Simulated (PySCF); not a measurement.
Compound: SiMe2(OSiMe3)2, C₈H₂₄O₂Si₃.
SMILES: `C[Si](C)(C)O[Si](C)(C)O[Si](C)(C)C`

The closed-shell ground state was solved at several levels (PySCF, density fitting, gas phase, non-relativistic). Isolated species at its PBE0-D3(BJ)/def2-SVP geometry (one conformer only).

```csv
level,basis functions,total energy (Eh),HOMO (eV),LUMO (eV),gap (eV),dipole (D)
PBE0/def2-SVPD,470,-1337.0183,-7.70,0.30,8.00,0.45
PBE0/pcSseg-1,362,-1337.5178,-7.74,0.83,8.57,0.49
```

Q: Estimate the row for wB97X-D/pcSseg-1, a basis of 362 functions; the other rows only guide the guess.

A: Total energy -1338.2867 Eh, HOMO -9.61 eV, LUMO 2.56 eV, gap 12.17 eV, dipole 0.49 D.

Q: Over all these levels, which gives the widest orbital gap and which the narrowest?

A: wB97X-D/pcSseg-1 (range-separated hybrid) has the widest, 12.17 eV, and PBE0/def2-SVPD (global hybrid, 25 % exact exchange) the narrowest, 8.00 eV. Functional and basis both differ between the two, so the spread mixes both effects.

Q: How far do the dipole and the HOMO energy spread over the levels?

A: The dipole runs from 0.45 to 0.49 D (mean 0.48 D) and the HOMO from -9.61 to -7.70 eV.

The pairwise dispersion term of wB97X-D wasn't added to the energies; at a given geometry it leaves orbitals and properties as they are.
